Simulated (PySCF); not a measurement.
trichloroethylene (C₂HCl₃), SMILES C(Cl)(=CCl)Cl. The structure is a stationary point at B3LYP-D3(BJ)/def2-SVP.

Problem. Give the equilibrium geometry at B3LYP-D3(BJ)/def2-SVP (PySCF confirms it by a frequency run) as Cartesian coordinates in Å, and its point group. (Estimate from the structure and the level; the computed values follow.)

Solution. point group Cs.
```xyz
6

Cl     0.3504     2.2664     0.0000
C      0.9181     0.6388     0.0000
C      0.1107    -0.4318     0.0000
Cl    -1.6118    -0.3364     0.0000
Cl     0.7806    -2.0334     0.0000
H      2.0015     0.5172     0.0000
```
Charge 0, spin multiplicity 1.
